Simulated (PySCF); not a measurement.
# Reading the logs of faulty runs: AlC2H7Si

These are calculations, not measurements. The program is PySCF 2.14.0, an open-source quantum chemistry code, run on an isolated molecule that a program drew, which may never have been made. The molecule is AlC2H7Si (charge 0, singlet), drawn as the SMILES string `[CH3][AlH][CH2][SiH]`.

Each row is a Hartree-Fock (HF) and frozen-core CCSD(T) single point in the cc-pV(D+d)Z basis, meant for a local HF minimum. Run 1 is clean. Each other run has one planted mistake out of seven kinds, and not every kind appears here: one electron removed, one electron added, multiplicity raised by two, geometry at a saddle point, minimal basis STO-3G, one bond length entered in bohr, all coordinates scaled. The reference is restricted for singlets and unrestricted otherwise, and also for a bond in bohr. Adding or removing an electron swaps singlet and doublet. Electrons count all cores. HOMO and LUMO are orbital energies over both spins, the gradient is its largest component, and the lowest frequency (negative if imaginary) is given only where the gradient is small. Bond lengths are over the 10 bonds as drawn. T1 is the CCSD diagnostic: over 0.02 (restricted) or 0.045 (unrestricted) a single reference is doubtful.

Geometry of the clean run:
```xyz
11
AlC2H7Si, angstrom
C     0.5129    0.6827   -0.1197
Al   -0.0232   -1.2054   -0.1358
C    -1.7665   -1.8105    0.5926
Si   -3.1462   -2.0625   -0.6475
H     0.7954    1.0139   -1.1267
H    -0.2677    1.3556    0.2474
H     1.4003    0.8273    0.5092
H     0.9701   -2.3024   -0.7004
H    -1.4896   -2.7567    1.0798
H    -2.0490   -1.0625    1.3426
H    -2.6619   -3.3990   -1.1918
```

```
run  electrons  basis functions  <S^2>  HOMO (eV)  LUMO (eV)  gradient (hartree/bohr)  lowest frequency (cm^-1)  mean bond (Å)  longest bond (Å)      T1  HF (hartree)  CCSD(T) (hartree)                          mistake
  1         46              109  0.000      -8.40       0.77                  1.1e-05                        28         1.4409             1.984  0.0127    -610.61812         -611.13696                         no fault
  2         46              109  0.000      -8.27       0.90                  3.2e-02                         -         1.3833             1.905  0.0122    -610.60285         -611.11723           all coordinates scaled
  3         46              109  1.098      -7.81       0.66                  8.3e-03                         -         1.5819             2.993  0.0727    -610.51910         -611.02806  one bond length entered in bohr
  4         45              109  0.760     -14.80      -6.35                  5.2e-02                         -         1.4409             1.984  0.0197    -610.34862         -610.83897                                ?
  5         46               35  0.000      -5.53       6.42                  3.4e-02                         -         1.4409             1.984  0.0082    -603.46057         -603.68649                                ?
```

**Which mistake was planted in run 4, and what did it cost?**

It counts 45 electrons, one fewer than the clean run, at the same geometry and basis. So the mistake is: one electron removed. Subtracting run 1 and multiplying by 627.51 kcal/mol a hartree, the energy moved by 169.1 kcal/mol in HF and 187.0 kcal/mol in CCSD(T).

**Which mistake was planted in run 5, and what did it cost?**

It has 35 basis functions where the clean run has 109, with the same electrons and geometry. So the mistake is: minimal basis STO-3G. Subtracting run 1 and multiplying by 627.51 kcal/mol a hartree, the energy moved by 4491.4 kcal/mol in HF and 4675.2 kcal/mol in CCSD(T).

Cautions from the logs. Run 3: T1 is over the limit, so its CCSD(T) energy is less reliable.
